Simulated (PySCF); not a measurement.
Isomers of C6H9N3S.

All values: PBE0/pcSseg-1 (PySCF) at GFN2-xTB geometries, gas phase, one conformer each.

(1) Rank by the lowest Hirshfeld charge on any atom, highest value first.
A. `[CH3:1][S:2][c:3]1[n:4][c:5]([CH3:6])[n:7][n:8][c:9]1[CH3:10]` with C1–S2–C3–N4 0°
B. `[CH2:1]=[CH:2][n:3]1[n:4][c:5]([CH3:6])[c:7]([S:8][CH3:9])[n:10]1` with C1–C2–N3–N4 180°, C5–C7–S8–C9 180°
C. `[CH3:1][CH2:2][c:3]1[cH:4][c:5]([S:6][CH3:7])[n:8][n:9][n:10]1` with C1–C2–C3–C4 -85°, C4–C5–S6–C7 -179°

## Answers

(1) C (-0.114 e), B (-0.130 e), A (-0.146 e).

All values together:

```json
{"SMILES": "CCc1cc(SC)nnn1", "μ (D)": "3.66", "HOMO (eV)": "-6.92", "LUMO (eV)": "-1.67", "lowest IAO charge (e)": "-0.497 (C)", "highest IAO charge (e)": "+0.191 (S)", "lowest Hirshfeld charge (e)": "-0.114 (C/N)", "highest Hirshfeld charge (e)": "+0.079 (C)"}
{"SMILES": "C=CCn1nncc1SC", "μ (D)": "4.56", "HOMO (eV)": "-6.47", "LUMO (eV)": "-0.25", "lowest IAO charge (e)": "-0.501 (C)", "highest IAO charge (e)": "+0.182 (H)", "lowest Hirshfeld charge (e)": "-0.145 (N)", "highest Hirshfeld charge (e)": "+0.063 (H)"}
{"SMILES": "C=CCn1ncc(SC)n1", "μ (D)": "1.92", "HOMO (eV)": "-6.21", "LUMO (eV)": "-0.26", "lowest IAO charge (e)": "-0.498 (C)", "highest IAO charge (e)": "+0.176 (H)", "lowest Hirshfeld charge (e)": "-0.134 (N)", "highest Hirshfeld charge (e)": "+0.094 (N)"}
{"SMILES": "C=Cn1nc(C)c(SC)n1", "μ (D)": "0.83", "HOMO (eV)": "-6.15", "LUMO (eV)": "-0.95", "lowest IAO charge (e)": "-0.498 (C)", "highest IAO charge (e)": "+0.179 (H)", "lowest Hirshfeld charge (e)": "-0.130 (N)", "highest Hirshfeld charge (e)": "+0.089 (N)"}
{"SMILES": "CSc1nc(C)nnc1C", "μ (D)": "3.44", "HOMO (eV)": "-6.60", "LUMO (eV)": "-1.61", "lowest IAO charge (e)": "-0.498 (C)", "highest IAO charge (e)": "+0.248 (C)", "lowest Hirshfeld charge (e)": "-0.146 (N)", "highest Hirshfeld charge (e)": "+0.122 (C)"}
```

Conformers: `[CH3:1][CH2:2][c:3]1[cH:4][c:5]([S:6][CH3:7])[n:8][n:9][n:10]1` with C1–C2–C3–C4 -85°, C4–C5–S6–C7 -179°; `[CH2:1]=[CH:2][CH2:3][n:4]1[n:5][n:6][cH:7][c:8]1[S:9][CH3:10]` with C1–C2–C3–N4 -118°, C2–C3–N4–N5 -101°, C7–C8–S9–C10 -3°; `[CH2:1]=[CH:2][CH2:3][n:4]1[n:5][cH:6][c:7]([S:8][CH3:9])[n:10]1` with C1–C2–C3–N4 -127°, C2–C3–N4–N5 -78°, C6–C7–S8–C9 179°; `[CH2:1]=[CH:2][n:3]1[n:4][c:5]([CH3:6])[c:7]([S:8][CH3:9])[n:10]1` with C1–C2–N3–N4 180°, C5–C7–S8–C9 180°; `[CH3:1][S:2][c:3]1[n:4][c:5]([CH3:6])[n:7][n:8][c:9]1[CH3:10]` with C1–S2–C3–N4 0°.
